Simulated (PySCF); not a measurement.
Gas-phase reaction: 3 B2H6 + 3 N2 ⇌ 3 H2BNH2 + borazine

Method: PySCF energies (xtb for GFN2) plus ideal-gas RRHO corrections (1 bar). † marks an energy on the PBE0/def2-TZVP geometry and frequencies; other levels use their own. MP2 and CCSD(T) freeze the core. All species are closed-shell singlets. H2BNH2: computed as isolated molecules; such fragments, hydroxides, amides, oligomers or adducts are transient or little studied in the gas. MP2 isn't extrapolated to the basis-set limit; its ΔH°(298 K) is -852.7 kJ in def2-SVP and -848.4 kJ in def2-TZVPP. CCSD(T) isn't extrapolated to the basis-set limit. The harmonic model lacks anharmonicity and excited electronic states, which grow with temperature; levels with a mode under 35 cm⁻¹ are left out.

```csv
level,"ΔE electronic, kJ","ΔH°(298 K), kJ","ΔS°(298 K), J/K","ΔG°(1400 K), kJ"
BLYP/def2-TZVP†,-902,-830,-300,-408
CCSD(T)/def2-SVP†,-906,-834,-300,-412
GFN2-xTB,-1466,-1383,-299,-957
M06-2X/def2-TZVP†,-979,-907,-300,-485
MP2/def2-SVP†,-925,-853,-300,-431
MP2/def2-TZVPP†,-920,-848,-300,-426
PBE0/def2-SVP†,-1068,-996,-300,-574
LDA/def2-TZVP†,-1143,-1071,-300,-649
```
ΔH° is lowest at GFN2-xTB and highest at BLYP/def2-TZVP†. No reference value is set beside these.
